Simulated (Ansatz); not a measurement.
`[CH3][Mg][N](C)C` + `O[SiH](F)S` → `CS[SiH](O)F` + `C[N](C)[MgH]`  (substitution at a C–Mg bond)

Computed with Ansatz on PBE0-D4/def2-TZVP structures; ΔE is electronic, products minus reactants. CBS: MP2 limit from def2 TZ/QZ plus the TZ coupled-cluster correction, frozen cores. Functionals use def2-TZVPP. B3LYP here is the variant with VWN-RPA as its local correlation; programs differ in this. For Mg outer-core shells are correlated without core-valence functions, which leaves a few kJ/mol of doubt a bond. Each species was taken in one conformer, which may not be the lowest.

```tsv
species	B3LYP-D4 energy (Eh)
`[CH3][Mg][N](C)C`	-374.67013
`O[SiH](F)S`	-864.86121
`CS[SiH](O)F`	-904.19072
`C[N](C)[MgH]`	-335.32650
```

Task: Work out ΔE.

Result: ΔE = (-904.19072) + (-335.32650) − (-374.67013) − (-864.86121) = 0.01412 Eh = +0.38 eV. CCSD(T)/CBS gives +0.49 eV.

Largest T1 diagnostic among the species: 0.012.

The D4 term adds −0.07 eV with B3LYP and −0.04 eV with PBE0; it sums over pairs of atoms, weighted by their polarisabilities, and B3LYP, whose exchange is more repulsive, gets the larger term. In def2-TZVPP, CCSD(T) changes the Hartree–Fock value by +0.11 eV (the triples alone add −0.00 eV) and MP2 by +0.14 eV.
